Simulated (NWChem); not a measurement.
Species: CHS2 cation; SMILES S=C=[SH+]

Program: NWChem. All runs use the structure optimised with PBE0/def2-SVP. Level: M06-2X/def2-SVP with COSMO at NWChem's default radii, gas-phase geometry; rows give the dielectric constant. Reactions with the solvent are ignored.

```
dielectric constant  electrostatic solvation energy (kcal/mol)
-------------------  -----------------------------------------
4.8                                                      -49.3
7.6                                                      -54.1
11.7                                                     -57.0
46.7                                                       [?]
78.4                                                     -61.6
```

Question: Fill in the missing entries.

Answer: 
- 46.7, electrostatic solvation energy (kcal/mol): -61.1
